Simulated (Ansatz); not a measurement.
One geometry of BCl2(NH2) (BNCl₂H₂), several levels of theory.

```yaml
crystal:
  periodic: [false, false, false]
  atoms:
    - {symbol: B, position_ang: [0.289543, 0.503360, 0.003611]}
    - {symbol: Cl, position_ang: [1.997381, 0.545712, 0.470503]}
    - {symbol: Cl, position_ang: [-0.529061, 2.005661, -0.454079]}
    - {symbol: N, position_ang: [-0.405629, -0.704656, -0.004276]}
    - {symbol: H, position_ang: [-1.382944, -0.766604, -0.266531]}
    - {symbol: H, position_ang: [0.030711, -1.583472, 0.250772]}
basis:
  gaussian: {orbitals: def2-TZVP, initial_orbitals: start.molden}
hamiltonian: {xc: {name: r2SCANh}, dispersion: d4}
scf: {omitted_lower_state_checks: [starts]}
output: {orbitals: {seedname: orbitals}}
```

The file start.molden holds the orbitals of an earlier run on this structure, at another level or in another basis.

```sh
$ ansatz run in.yaml --threads 4 --pin off --events-out ev --progress --plain --max-ram 3916MiB
```

Output, abridged:

```
Functional definition: r2SCANh
  name "r2SCANh"
  cite "Bursch, Neugebauer, Ehlert & Grimme, J. Chem. Phys. 156, 134105 (2022) doi:10.1063/5.0086040"
  cite "Furness, Kaplan, Ning, Perdew & Sun, J. Phys. Chem. Lett. 11, 8208 (2020) doi:10.1021/acs.jpclett.0c02405"
  cite "Furness, Kaplan, Ning, Perdew & Sun, J. Phys. Chem. Lett. 11, 9248 (2020) doi:10.1021/acs.jpclett.0c03077"
  parent r2scan
  parameter a = 0.1
  parameter k0 = 0.174
  parameter k1 = 0.065
  parameter a1 = 4.9479
  exchange = (1 - a)*r2scan_x(k0 = k0, k1 = k1, a1 = a1) + a*exact_x
  correlation = r2scan_c
these checks for a lower state are left out or cut short: starts
924 factors; their error is unknown
mean field evaluation 1: about -27246.4475 eV, gradient 7.6e0 eV
mean field evaluation 2: about -27246.4691 eV, gradient 3.1e-2 eV
mean field evaluation 4: about -27246.4975 eV, gradient 5.9e-5 eV
mean field -27246.49746077 eV, -1001.2903133441 hartree, gradient 6.7e-6 eV, S^2 0.000000; 0 other end points of the search recorded, 0 dependent functions left out
reference -27246.49746935 eV, -1001.2903136595 hartree; 24, 24 occupied and 124, 124 virtual orbitals, 924 factors
Total energy: -27246.53087178 eV, -1001.2915411759 hartree
Checks for a lower state left out: starts
```

It took 1.8 s on 4 threads of Arm Neoverse V2 on a shared host.

As the first input, with `hamiltonian: {xc: lda}` (abridged; 0.45 s):

```
Functional definition: SPW92
mean field -27148.81603788 eV, -997.7005872638 hartree, gradient 6.6e-5 eV, S^2 0.000000
Total energy: -27148.81607111 eV, -997.7005884847 hartree
Checks for a lower state left out: starts
```

Geometry: PBE-D4/def2-TZVP.
